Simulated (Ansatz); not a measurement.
C2H6AlNS, SMILES `N=CS[CH2][AlH2]`. Charge 0, multiplicity 1. All single points use the PBE0-D4/def2-TZVP geometry. It is one conformer, not always the lowest.

```xyz
11

N    -0.365    2.115   -1.667
C     0.121    1.221   -0.933
S    -0.326   -0.501   -0.948
C     0.845   -1.205    0.290
Al   -0.601   -0.759    1.534
H    -1.081    1.767   -2.305
H     0.899    1.464   -0.206
H     0.988   -2.246    0.003
H     1.793   -0.674    0.227
H    -0.589    0.691    2.168
H    -1.685   -1.872    1.835
```

(1) What is the dipole moment at r2SCAN/def2-TZVPP? (Best estimate.)

(2) And with PBE, B3LYP, ωB97M-V? (Estimate.)

(3) Give the Mulliken charges with r2SCAN, ωB97M-V, PBE in def2-TZVPP. (An estimate is asked.)

## Answers

(1) Ansatz gave: 2.00 D, with components (1.20, -1.54, -0.43) D in this frame, pointing from negative to positive charge.

(2) Ansatz gave: PBE 1.94 D, B3LYP 2.00 D, ωB97M-V 2.00 D.

(3) Computed: 
```tsv
atom	r2SCAN	ωB97M-V	PBE
N1	-0.29	-0.22	-0.21
C2	0.08	-0.01	-0.01
S3	-0.02	0.03	-0.01
C4	-0.31	-0.43	-0.30
Al5	0.45	0.35	0.32
H6	0.15	0.12	0.16
H7	0.09	0.13	0.11
H8	0.09	0.14	0.11
H9	0.08	0.13	0.11
H10	-0.17	-0.12	-0.13
H11	-0.17	-0.12	-0.13
```

B3LYP here is the variant with VWN-RPA as its local correlation; programs differ in this.
